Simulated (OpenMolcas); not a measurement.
**Mn+: terms and fine structure**

```
Program             : OpenMolcas
Method              : CASSCF
Basis               : ANO-RCC-VTZP [6s5p3d2f1g]
Scalar Hamiltonian  : DKH2, point nucleus
Active space        : 6 electrons in 6 orbitals (3d 4s)
State averaging     : 2S+1 = 7 even, 1 root; 2S+1 = 5 even, 18 roots kept (CI in the orbitals of an earlier block); 2S+1 = 3 even, 9 roots kept (CI in the orbitals of an earlier block)
Spin-orbit coupling : state interaction with AMFI integrals over the reference wave functions, term energies averaged over their components
```

With spin-orbit coupling, above the lowest level:

| Configuration | Term | J | E (eV) | Measured (eV) | g | Term weight % |
| --- | --- | --- | --- | --- | --- | --- |
| 3d5 4s | 7S | 3 | 0.0000 | 0.0000 | 2.002 | 100 |
| 3d5 4s | 5S | 2 | 1.5221 | 1.1745 | 2.002 | 100 |
| 3d5 4s | 5G | 4 | 4.1706 | 3.4199 | 1.150 | 100 |
| 3d5 4s | 5G | 5 | 4.1706 | 3.4184 | 1.267 | 100 |
| 3d5 4s | 5G | 3 | 4.1706 | 3.4205 | 0.916 | 100 |
| 3d5 4s | 5G | 2 | 4.1706 | 3.4206 | 0.332 | 100 |
| 3d5 4s | 5G | 6 | 4.1706 | 3.4154 | 1.334 | 100 |

Against the 6 measured excited levels shown (NIST Handbook of Basic Atomic Spectroscopic Data) the mean absolute deviation is 5500 cm-1; the largest miss in energy is 3d5 4s 5G6: computed 4.1706, measured 3.4154 eV (+22.1 %), and the largest in proportion 3d5 4s 5S2 (+29.6 %).

Spin-orbit coupling puts the lowest level 0.0017 eV below the lowest spin-free term.

Without dynamic correlation excited terms often stand tens of per cent too high (terms of higher spin than the ground term too low), and those without a measured partner can miss by more than the paired ones. Terms from blocks run as CI alone lack orbitals of their own. No level of 3d6 was computed, though it lies in the active space. Measured partners are found by configuration, term and J. A level has none where our copy of the source lacks it or the pairing is in doubt (some pairs that miss far off the trend of their configuration count as doubtful), and it then counts in no deviation. Levels of configurations outside the active space are missing. The first state left out of the spin-orbit step lies near 47000 cm-1 above the lowest spin-free state of the reference (among the parities and spins computed), and the list stops at four fifths of that energy or lower.

The term weight is that of the spin-free term in the level, not the purity of its configuration.
